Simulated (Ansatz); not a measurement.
Input for Ansatz (a program for electronic structure): U-CCSD(T)/cc-pV(Q+d)Z on S2 (SMILES S=S), 2S+1 = 1, a spin state set in the input, which need not be the lowest, at the other state's geometry. Files ending in .json are basis or fitting sets from the Basis Set Exchange.

Ansatz 0.2 input:
```yaml
crystal:
  periodic: [false, false, false]
  atoms:
    - {symbol: S, position_ang: [-0.00000000, -0.00000000, -0.95184959]}
    - {symbol: S, position_ang: [0.00000000, 0.00000000, 0.95184959]}
basis:
  gaussian:
    orbitals: cc-pV_Q+d_Z.json
correlation: {method: ccsd_t, electrons: outside_noble_gas}
scf: {omitted_lower_state_checks: [cluster_reference]}
magnetization: {spin_polarized: true, initial_magnetization: 0}
```

It printed:

```
WARN ansatz: RAYON_NUM_THREADS=2 ignored (pool sized by the plan → 2); use --threads N
Functional definition: HF
these checks for a lower state are left out or cut short: cluster_reference
integrals: 0.36 GiB planned
787 factors; integrals over basis functions are off by at most 6.5e-4 eV
mean field: 0.43 GiB planned
mean field evaluation 1: about -21633.9016 eV, gradient 7.0e0 eV
mean field evaluation 2: about -21634.0588 eV, gradient 7.3e0 eV
mean field evaluation 4: about -21634.4705 eV, gradient 9.2e-1 eV
mean field evaluation 8: about -21634.4824 eV, gradient 5.0e-3 eV
mean field evaluation 16: about -21634.6338 eV, gradient 1.1e0 eV
mean field evaluation 32: about -21635.6474 eV, gradient 8.2e-5 eV
mean field evaluation 64: about -21635.6419 eV, gradient 1.6e-1 eV
mean field evaluation 96: about -21634.4824 eV, gradient 6.1e-6 eV
mean field evaluation 128: about -21632.9670 eV, gradient 1.4e1 eV
mean field evaluation 160: about -21634.8508 eV, gradient 8.5e0 eV
mean field -21635.64740925 eV, -795.0953771213 hartree, gradient 2.8e-6 eV, S^2 1.061866; 14 other end points of the search recorded, 0 dependent functions left out
10 core orbitals not correlated
reference -21635.64740925 eV, -795.0953771213 hartree; 6, 6 occupied and 112, 112 virtual orbitals, 787 factors
second order -9.20771575 eV of doubles, -0.00000000 eV of singles
coupled cluster: 0.81 GiB planned
cycle   1  -9.54626861 eV  change   -3.4e-1 eV  update   9.0e-2
cycle   2  -9.88009137 eV  change   -3.3e-1 eV  update   3.2e-2
cycle   3  -9.95975697 eV  change   -8.0e-2 eV  update   1.9e-2
cycle   4  -9.95881515 eV  change    9.4e-4 eV  update   1.0e-2
cycle   5  -9.96335287 eV  change   -4.5e-3 eV  update   5.9e-3
cycle   6  -9.96572319 eV  change   -2.4e-3 eV  update   2.4e-3
cycle   7  -9.96637923 eV  change   -6.6e-4 eV  update   5.3e-4
cycle   8  -9.96665945 eV  change   -2.8e-4 eV  update   1.9e-4
cycle   9  -9.96655343 eV  change    1.1e-4 eV  update   7.8e-5
cycle  10  -9.96657166 eV  change   -1.8e-5 eV  update   4.2e-5
cycle  11  -9.96658294 eV  change   -1.1e-5 eV  update   2.3e-5
cycle  12  -9.96657980 eV  change    3.1e-6 eV  update   1.0e-5
coupled cluster: 0.82 GiB planned
perturbative correction -0.64133442 eV, -0.0235686053 hartree
WARN: the results are in doubt because among natural orbitals full CI differs from the method by +0.515 eV
Total energy: -21646.25532347 eV, -795.4852107785 hartree
In doubt: among natural orbitals full CI differs from the method by +0.515 eV
Checks for a lower state left out: cluster_reference
```

The run converged. Its determinant has ⟨S²⟩ = 1.06, a mixture of spin states.

Warnings raised: large difference.

Cost: about 40 core-seconds (a rough figure).
